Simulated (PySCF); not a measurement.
Species: (OH)2Sn(OSiH2)2O.
Bonds: Sn1–O2, Sn1–O3, Sn1–O4, Sn1–O8, O4–Si5, Si5–O6, O6–Si7, Si7–O8. Hydrogens: H9 on O2; H10 on O3; H11, H12 on Si5; H13, H14 on Si7.

Theory: PBE0-D3(BJ)/def2-SVP geometry optimisation, gas phase, def2 core potentials past Kr (PySCF 2.14.0).

**Question.** What internal coordinates does the optimisation give?

**Answer.** 
```
                    bond  length (Å)
          Sn1–O2, Sn1–O3       1.955
          Sn1–O4, Sn1–O8       1.968
           O2–H9, O3–H10       0.966
          O4–Si5, Si7–O8       1.662
          Si5–O6, O6–Si7       1.660
Si5–H11 and 3 like bonds       1.488
```

Bonds in one row agree within 0.01 Å and their mean is given. A selection of angles:
```
     angle  degrees
 O2–Sn1–O3    110.7
 O2–Sn1–O4    113.4
 O2–Sn1–O8    106.9
 O4–Sn1–O8    105.4
Sn1–O4–Si5    127.2
 O4–Si5–O6    108.8
Si5–O6–Si7    141.7
 H9–O2–Sn1    110.4
H10–O3–Sn1    110.3
```

Torsions: O2–Sn1–O4–Si5 -112° (anticlinal); O2–Sn1–O8–Si7 127° (anticlinal); Sn1–O4–Si5–O6 -9° (synperiplanar); O4–Si5–O6–Si7 7° (synperiplanar); Si5–O6–Si7–O8 2° (synperiplanar); O6–Si7–O8–Sn1 -8° (synperiplanar); H9–O2–Sn1–O3 -122° (anticlinal); H10–O3–Sn1–O2 -124° (anticlinal).

All 4 O–Si bonds measure 1.660 to 1.662 Å. Sn1 (tin bonded to 4 O) is distorted tetrahedral (angles from 105.4° to 113.7°). O2 (oxygen bonded to Sn and H) is bent (angle 110.4°). Si5 (silicon bonded to 2 O and 2 H) is tetrahedral (angles from 108.8° to 111.2°).

Whether it is a minimum is left open (no frequencies). The numbers are those of one conformer (O3–Sn1–O2–H -122°, O2–Sn1–O3–H -124°, O2–Sn1–O4–Si5 -112°, O2–Sn1–O8–Si7 127°, Sn1–O4–Si5–O6 -9°).

On Arm Neoverse V1, one thread (shared host), this took 4.0 min of wall time and 0.66 GiB of memory at its peak. That covers the optimisation of the geometry.
